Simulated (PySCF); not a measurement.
Compound: C3H5GeNO.
SMILES with atom numbers: `[NH2:1][GeH2:2][C:3]#[C:4][CH:5]=[O:6]` (hydrogens: H7, H8 on N1; H9, H10 on Ge2; H11 on C5)

Computed by this run: PySCF 2.14.0, PBE0-D3(BJ)/def2-SVP geometry optimisation, gas phase; density fitting, grid level 1; the optimiser is geomeTRIC in internal coordinates, started from a GFN2-xTB structure with every atom displaced at random (about 0.01 Å).

Step 3: E = -63218.7279 eV
```
atom  x, y, z in Å  |  force x, y, z in eV/Å
N1     -2.5286    0.2530   -0.0426   -0.119   0.183  -0.147
Ge2    -1.3120   -0.8585    0.7177    0.174  -0.210   0.180
C3      0.5093   -0.3273    0.3848   -0.060   0.132  -0.109
C4      1.5881    0.1536    0.0680    0.036  -0.274   0.214
C5      2.9101    0.6503   -0.2413   -0.153   0.092  -0.087
O6      3.0972    1.6433   -0.8974    0.196   0.056  -0.024
H7     -2.4978    1.2038    0.3181   -0.025   0.004  -0.027
H8     -2.4610    0.2941   -1.0572   -0.043   0.036   0.011
H9     -1.4939   -2.2527    0.1096    0.013  -0.023   0.006
H10    -1.5253   -0.8294    2.2357    0.020  -0.018  -0.004
H11     3.7526    0.0432    0.1740   -0.041   0.022  -0.012
```

Step 4: E = -63218.7315 eV
```
atom  x, y, z in Å  |  force x, y, z in eV/Å
N1     -2.5636    0.2416   -0.0341   -0.039   0.195  -0.174
Ge2    -1.3129   -0.8474    0.7106    0.130  -0.201   0.175
C3      0.4995   -0.2983    0.3620   -0.050   0.017  -0.005
C4      1.6053    0.1398    0.0830   -0.070   0.123  -0.123
C5      2.9193    0.6457   -0.2419    0.365   0.018   0.098
O6      3.1462    1.6379   -0.8887   -0.229  -0.044  -0.009
H7     -2.5351    1.1962    0.3184   -0.030  -0.014  -0.007
H8     -2.4967    0.2832   -1.0496   -0.064   0.020   0.026
H9     -1.4795   -2.2439    0.1019    0.012  -0.014   0.015
H10    -1.5035   -0.8201    2.2321    0.014  -0.021  -0.012
H11     3.7595    0.0387    0.1758   -0.040  -0.079   0.015
```

**Question.** Estimate the geometry and energy of step 5. (The exact step hangs on the optimiser's Hessian estimate; all steps are aligned on step 4, rigid shifts and turns removed.)

**Answer.** E = -63218.7377 eV, largest force 0.118 eV/Å
```
atom  x, y, z in Å  |  force x, y, z in eV/Å
N1     -2.5577    0.2477   -0.0391    0.020   0.046  -0.045
Ge2    -1.3093   -0.8517    0.7132    0.020  -0.045   0.032
C3      0.5015   -0.2998    0.3621   -0.003   0.052  -0.035
C4      1.6030    0.1471    0.0771   -0.047   0.003   0.030
C5      2.9237    0.6480   -0.2345    0.086  -0.020  -0.078
O6      3.1374    1.6364   -0.8908   -0.040  -0.010   0.042
H7     -2.5382    1.2013    0.3157   -0.004  -0.014   0.004
H8     -2.5077    0.2896   -1.0549   -0.019  -0.003   0.018
H9     -1.4748   -2.2502    0.1081    0.000  -0.002   0.008
H10    -1.4985   -0.8262    2.2342    0.000  -0.006  -0.006
H11     3.7592    0.0313    0.1782   -0.011  -0.001   0.030
```

The energy changes by -0.0062 eV. The first-order estimate −F·Δx gives -0.0115 eV and the mean of the old and new forces, exact on a quadratic surface, -0.0063 eV. The step makes an angle of 52° with the force vector and moves no atom by more than 0.014 Å.

The cost below is that of the whole optimisation. Hardware: one thread of an Arm Neoverse V1, on a shared host. Cost: 69 s, 0.52 GiB resident at most.
